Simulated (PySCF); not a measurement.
Structure with atom numbers: `[CH3:1]/[CH:2]=[C:3](/[CH3:4])[CH2:5][C:6](=[O:7])[OH:8]`; H(Xn) means a hydrogen on atom n.

Theory: σ from GIAO-PBE0/pcSseg-1, geometry: GFN2-xTB, in PySCF (equivalent nuclei averaged, in vacuum, non-relativistic, one computed conformer).

Task: List the cross peaks expected in HSQC, COSY and HMBC spectra.

Result: 

HSQC (one-bond C–H):
```tsv
δH	δC
5.86 (H(C2))	130.2 (C2)
2.96 (H(C5))	40.1 (C5)
2.04 (H(C4))	26.2 (C4)
1.95 (H(C1))	15.0 (C1)
```

COSY cross peaks (H two or three bonds apart, from the bond graph; peaks can be absent where the dihedral angle is near 90°):
```tsv
δH	δH
5.86 (H(C2))	1.95 (H(C1))
```

HMBC (two and three bonds, from the bond graph):
```tsv
δH	δC
5.86 (H(C2))	139.6 (C3), 40.1 (C5), 26.2 (C4), 15.0 (C1)
2.96 (H(C5))	174.8 (C6), 139.6 (C3), 130.2 (C2), 26.2 (C4)
2.04 (H(C4))	139.6 (C3), 130.2 (C2), 40.1 (C5)
1.95 (H(C1))	139.6 (C3), 130.2 (C2)
```

Chemical shifts δ = σref − σ; TMS for 1H and 13C, all at this level.

Short H···H contacts in this conformer between protons four or more bonds apart (candidates for NOE cross peaks, intensity ∝ r⁻⁶): H(C2)···H(C4) 2.36 Å, H(C1)···H(C5) 2.39 Å, H(C4)···H(C5) 2.53 Å.

Exchangeable OH/NH protons stand at their gas-phase positions; hydrogen bonding in a real sample shifts them, mostly to higher δ. Shifts are as computed. Against solution values, carbons near 30 ppm lie about +3 ppm off and those near 130 ppm about +5 ppm. Of 1211 compounds with measured shifts, 218 miss one by over three times the rms of a fit or turn the order of signals round; such compounds aren't used in these exercises. The C=O carbon of an acid or of an amide with N–H lies up to 10 ppm further downfield in solution, through hydrogen bonding that the calculation lacks.
